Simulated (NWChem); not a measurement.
Species: C2H6N, doublet; SMILES C[N]C

Task: Give the equilibrium geometry at PBE0/def2-SVP, spin-unrestricted (NWChem) as a list of bonds and angles, with the point group.

Result: point group C2v; any orientation.
Bonds (Å): C1–N2 1.425, C1–H4 1.100, C1–H5 1.111, C1–H6 1.111, N2–C3 1.425, C3–H7 1.111, C3–H8 1.100, C3–H9 1.111. Bond angles (°): N2–C1–H4 111.2, N2–C1–H5 111.7, N2–C1–H6 111.6, H4–C1–H5 108.3, H4–C1–H6 108.2, H5–C1–H6 105.6, C1–N2–C3 112.6, N2–C3–H7 111.7, N2–C3–H8 111.2, N2–C3–H9 111.6, H7–C3–H8 108.3, H7–C3–H9 105.6, H8–C3–H9 108.3.
